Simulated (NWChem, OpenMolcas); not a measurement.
## How basis sets differ on CH5FGeO (SMILES [CH3][GeH]([OH])[F])

CH5FGeO has 9 atoms, charge 0, and is taken as a singlet. SMILES: `[CH3][GeH]([OH])[F]`. Geometry: relaxed at PBE0-D4/def2-TZVP. This is one conformer, not always the lowest.

```xyz
9

C    -0.6690    0.9769   -0.5842
Ge    0.0883   -0.6437    0.1215
O     1.2700   -0.1707    1.3455
F     0.9744   -1.4386   -1.1538
H     0.1389    1.6249   -0.9246
H    -1.2379    1.4935    0.1897
H    -1.3271    0.7513   -1.4235
H    -0.8655   -1.7251    0.6568
H     1.7165   -0.9147    1.7555
```

Quantity: the dipole moment, in D. The values are calculated.

```
            level          kind     program  value (D)  CPU time
HF/ANO-R0 (sfX2C)  Hartree–Fock  OpenMolcas       0.89     6.2 s
      HF/ANO-S-MB  Hartree–Fock  OpenMolcas       1.91     2.3 s
        HF/STO-3G  Hartree–Fock  OpenMolcas       1.39     3.4 s
         HF/3-21G  Hartree–Fock  OpenMolcas       2.12     4.5 s
       HF/cc-pVDZ  Hartree–Fock  OpenMolcas       2.16      17 s
      HF/def2-SVP  Hartree–Fock      NWChem       2.13      32 s
```

All-electron rows without a relativistic Hamiltonian named are non-relativistic. The values span 0.89 to 2.16 D. Magnitudes only. Sets without polarisation functions give poor dipoles. CPU times are rough (shared hosts, several kinds of processor and program).
